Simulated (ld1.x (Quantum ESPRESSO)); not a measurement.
The numbers below are computed, except where a source is named.
**Potentials for boron compared**

Generated with ld1.x 7.5 (TM, RRKJ, ultrasoft, PAW), atompaw 4.2 or ONCVPSP 4.0.1. The cutoff is in Ry: for ld1.x and atompaw files where the sum of valence levels is converged to 10 mRy in a Bessel basis, for ONCV files where the hardest occupied wave has 1 mHa per electron of residual kinetic energy. The error is the largest all-electron minus pseudo excitation energy over each file’s own four to seven test configurations (ionisations up to +4, promotions, holes and added fractions of an electron), all of which were solved. The labels leave out finer settings (local radius, basis sizes, second energies), which also bear on the numbers. Spin-polarised tests are not counted. The rows are a selection from randomly drawn settings: files with unsolved tests, undetermined cutoffs or missed reference levels are left out.

```tsv
potential	cutoff (Ry)	largest error (meV)	bound ghosts
ultrasoft, Wu–Cohen, scalar-relativistic, rc 1.15/2.60/2.45 (spd), local smoothed, core correction yes, reference 2s1 2p0	18	+82	none
TM, PBE, scalar-relativistic, rc 1.45/2.60/2.05 (spd), local smoothed, core correction yes, reference 2s1.5 2p1.5	18	+270	none
TM, PBE, non-relativistic, rc 1.45/2.30/2.10 (spd), local smoothed, core correction no, reference 2s2 2p1	21	+137	none
RRKJ, LDA (PZ), scalar-relativistic, rc 1.40/1.55/1.55 (spd), local d, core correction no, reference 2s2 2p0	35	+80	none
```

(1) Fill in the row for B: TM, PBE, scalar-relativistic, rc 1.65/2.45 (sp), local smoothed, core correction yes, reference 2s1.75 2p1.25.

Results:

(1) cutoff 18 Ry, largest error +172 meV, bound ghosts: none.
